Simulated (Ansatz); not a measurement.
Geometry optimisation, DFT LDA, scalar-relativistic, plane waves, PAW in Ansatz 0.2.0.

The input (input.yaml):

```yaml
accuracy: low
crystal:
  lattice:
    - [5.533133, 0.0, 0.0]
    - [0.0, 5.533133, 0.0]
    - [0.0, 0.0, 5.533133]
  atoms:
    - { symbol: O, position: [0.3614827, 0.9991822, 0.6583352] }
    - { symbol: H, position: [0.5052103, 1.060151, 0.5791704] }
    - { symbol: H, position: [0.327238, 0.849407, 0.574451] }
    - { symbol: O, position: [0.0807895, 0.7092686, 0.2135366] }
    - { symbol: H, position: [0.0598143, 0.6196776, 0.0646227] }
    - { symbol: H, position: [-0.027445, 0.6302079, 0.3261269] }
    - { symbol: O, position: [0.552818, 0.4684105, 0.7652367] }
    - { symbol: H, position: [0.5715952, 0.2975796, 0.7984945] }
    - { symbol: H, position: [0.7068408, 0.5376942, 0.8112651] }
    - { symbol: O, position: [0.7955371, 0.0600969, 0.1461773] }
    - { symbol: H, position: [0.8114636, 0.2343632, 0.1505905] }
    - { symbol: H, position: [0.8229946, 0.0193043, -0.0218225] }
    - { symbol: F, position: [1.0070101, 0.2417551, 0.571824] }
    - { symbol: H, position: [0.9274341, 0.3577342, 0.6651179] }
basis:
  ecutwfc: 420.0
kpoints:
  mp_grid: { grid: [1, 1, 1] }
hamiltonian:
  xc: lda
scf:
  occupations: { method: fermi_dirac, width: 0.02 }
  lower_state_search: "off"
relax:
  f_tol: 0.3
  max_steps: 15
  adjacent_minimum: "off"
```

Launched with:

```bash
$ ansatz run input.yaml --threads 1 --pin off --max-ram 3072MiB --backend cpu --events-out ev --progress --plain --runs-dir out
```

Problem. Where does it end, and by what steps?

Solution. The forces met the threshold. The threshold is loose, so the end isn't yet a minimum. Limits of this set-up: coarse k mesh, low accuracy level. After 13 steps the energy has fallen by 3.766 eV; O1 moved furthest, 1.47 Å. Parted: F13–H14. Joined: O7–H14.

```csv
step,energy less start (eV),largest force component (eV/Å),accepted
0,0.0000,0.619,yes
1,-0.5091,2.605,yes
2,-1.0532,3.291,yes
3,-1.5521,2.696,yes
4,-2.0488,3.458,yes
5,-2.5037,1.770,yes
6,-2.8382,1.171,yes
7,-3.1313,0.948,yes
8,-3.3162,1.290,yes
9,-3.4624,1.019,yes
10,-3.5843,0.572,yes
11,-3.6699,0.306,yes
12,-3.7223,0.308,yes
13,-3.7657,0.277,yes
```

```xyz
14
Lattice="5.5331 0.0000 0.0000 0.0000 5.5331 0.0000 0.0000 0.0000 5.5331" Properties=species:S:1:pos:R:3
O 2.576 4.374 2.944
H 3.083 5.074 2.491
H 1.703 4.419 2.485
O 0.249 4.382 1.275
H 0.728 4.041 0.503
H -0.109 3.560 1.770
O 3.618 2.094 4.361
H 3.824 1.529 5.302
H 3.142 2.959 4.341
O 4.062 0.797 0.877
H 4.465 1.436 1.563
H 4.719 0.026 0.865
F 5.107 2.335 2.539
H 4.345 2.175 3.559
```

Whether the end is a true minimum wasn't checked by a vibrational analysis.

The run took 9.1 s on 1 thread of Arm Neoverse V2, with other jobs on the host, peak memory 0.28 GiB.
